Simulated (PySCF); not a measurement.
## Input and output

Tl2S3 (singlet). PySCF 2.14.0, RKS B3LYP, Tl def2-SVP with ECP60, S def2-SVP; non-relativistic Hamiltonian with scalar-relativistic core potentials where named; density fitting; no spin-orbit coupling. Purpose: singlet excitations, Tamm-Dancoff B3LYP.

```python
mol = gto.M(atom='''
Tl    -0.01504     0.27489     1.90827
Tl    -0.01504     0.27489    -1.90827
S     -0.10104     1.84657     0.00000
S      0.05920    -1.08199     3.73754
S      0.05920    -1.08199    -3.73754''',
    basis={'Tl': 'def2-SVP', 'S': 'def2-SVP'},
    ecp={'Tl': 'def2-SVP'},
    charge=0, spin=0)
mf = dft.RKS(mol, xc='B3LYP')
mf.grids.atom_grid = (50, 194)
mf = mf.density_fit()  # fitting sets: Tl def2-universal-JKFIT, S def2-universal-JKFIT
mf.conv_tol = 1e-08; mf.max_cycle = 55
mf.kernel(dm0)  # dm0: converged density of the relaxed state
td = mf.TDA(); td.nstates = 8; td.kernel()
```

Run from Python with OMP_NUM_THREADS=2; the lines above give its settings. Where DIIS fails, smearing, a level shift and second-order steps follow.
It took 26 s on 2 threads of Arm Neoverse V2, on a shared host, from an already converged density.

Question: Where do the frontier levels lie, over both spins?

Answer: HOMO -6.76 eV, LUMO -3.65 eV. 

Question: What are the Mulliken charges and spins?

Answer: 
| atom | charge (e) | spin (e) |
| --- | --- | --- |
| Tl1 | 0.314 | 0.000 |
| Tl2 | 0.314 | 0.000 |
| S3 | -0.222 | 0.000 |
| S4 | -0.203 | 0.000 |
| S5 | -0.203 | 0.000 |

Question: Which singlet excitations follow (Tamm-Dancoff, 8 states)?

Answer: 
```csv
state,eV,oscillator strength
1,2.22,0.0039
2,2.33,0.0001
3,2.33,0.0000
4,2.39,0.0039
5,2.95,0.0000
6,3.07,0.0043
7,3.09,0.0004
8,3.19,0.0238
```
Functionals without range separation put charge-transfer states too low; the basis has no diffuse functions.

The geometry was relaxed with TPSS (Tl def2-SVP with ECP60, S def2-SVP).
